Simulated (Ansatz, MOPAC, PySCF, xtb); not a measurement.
Dimer: HCl (SMILES Cl) (first 2 atoms) with HBr (SMILES Br); geometry from B3LYP-D3(BJ)/def2-TZVP, rigid monomers moved along the line of their centres of mass till Cl1···H4 is 3.54 Å.
(charge 0, multiplicity 1):
| atom | x (Å) | y (Å) | z (Å) |
|---|---|---|---|
| Cl | 0.5348 | -0.4660 | -0.2256 |
| H | 0.8003 | 0.7857 | -0.1236 |
| Br | 0.0830 | -0.2787 | 4.6971 |
| H | 0.1609 | -0.5614 | 3.2970 |

| level | interaction energy (kcal/mol) | minus CCSD(T)/CBS(def2-TZVPPD, def2-QZVPPD) | cost |
|---|---|---|---|
| PM3 | -0.28 | 0.53 | - |
| PM6 | -0.44 | 0.37 | - |
| PM7 | -0.84 | -0.03 | - |
| GFN1-xTB | -0.35 | 0.45 | - |
| HF/STO-3G (no counterpoise) | -0.31 | 0.49 | - |
| HF/6-31G* (no counterpoise) | -0.57 | 0.23 | - |
| HF/def2-QZVPPD | -0.47 | 0.33 | - |
| PBE-D4/def2-TZVPPD | -0.97 | -0.17 | ×1 |
| B3LYP/LANL2DZ (no counterpoise) | -0.66 | 0.15 | - |
| PBE0/def2-TZVPPD | -0.67 | 0.14 | ×2 |
| MP2/def2-TZVPPD | -0.83 | -0.03 | - |
| SCS-MP2/def2-QZVPPD | -0.74 | 0.06 | - |
| CCSD(T)/def2-QZVPPD | -0.78 | 0.03 | ×40* |
| CCSD(T)/CBS(def2-TZVPPD, def2-QZVPPD) | -0.81 | 0.00 | ×50* |

 The comparison column counts from a level with limits of its own.

The rows run from -0.97 (PBE-D4/def2-TZVPPD) to -0.28 kcal/mol (PM3).

Counterpoise-corrected where a basis set is named; no monomer relaxation. Rows marked so take none.

Cores are frozen in the correlated methods. Filled d and f shells under p-block atoms count as core. CBS(a, b) extrapolates the correlation energy as X⁻³ and adds the Hartree–Fock energy of set b. Rows in 6-31G*, LANL2DZ, STO-3G carry no dispersion term and start afresh at each structure (6-31G* with six Cartesian d functions); the Pople sets are all-electron and without relativity. LANL2DZ brings its own core potentials from Na on. The state that PM3, PM6, PM7 reach isn't checked; PM7 holds dispersion and hydrogen-bond terms.

Run with Ansatz (Gaussian basis) for Hartree–Fock, density functionals and correlated methods; MOPAC for PM3, PM6, PM7 (differences of heats of formation); PySCF for 6-31G* rows, LANL2DZ rows, STO-3G rows, the dispersion terms; xtb for the GFN methods. 

Costs are rough ratios of core time to PBE/def2-TZVPPD (about 4 s over the structures, on one shared machine); a dash marks a level with no comparable run of its own. A star marks coupled-cluster runs past 200 virtual orbitals, where the program's memory plan changes under this machine's limit, so their costs aren't comparable with smaller runs.

Ansatz is a program for electronic structure.
